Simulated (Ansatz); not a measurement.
CH2O2, SMILES `O[C]O` (lower singlet; H–O–C–O torsion 0°, O–C–O–H torsion -180°) (charge 0, multiplicity 1). This singlet lies 2.57 eV below the relaxed triplet at the level frozen-core CCSD(T)/cc-pVTZ // PBE0-D3(BJ)/def2-TZVP (Ansatz, an electronic-structure program).

Z-matrix (Å, degrees):
```
C
O 1 1.3024
H 2 0.9799 1 111.43
O 1 1.3295 2 107.62 3 0.00
H 4 0.9627 1 107.37 2 -180.00
```
Charge 0, spin multiplicity 1.

Frozen-core energies in 6-31g from Ansatz at a geometry from PBE0-D3(BJ)/def2-TZVP; the HF reference has <S^2> = 0.00 and the T1 diagnostic is 0.019.

```json
[
 {"level": "HF", "energy (Ha)": "-188.59841"},
 {"level": "MP2", "energy (Ha)": "-188.91741"},
 {"level": "CCSD", "energy (Ha)": "-188.93116"}
]
```

Task: Estimate the energies of CCSD(T), CCSDT, CCSDT(Q) and CCSDTQ, and give each level's difference from CCSDTQ.

Result: 
| level | energy (Ha) | difference from CCSDTQ (mHa) |
|---|---|---|
| MP2 | -188.91741 | 23.86 |
| CCSD | -188.93116 | 10.11 |
| CCSD(T) | -188.93960 | 1.67 |
| CCSDT | -188.94014 | 1.13 |
| CCSDT(Q) | -188.94140 | -0.13 |
| CCSDTQ | -188.94127 | 0.00 |
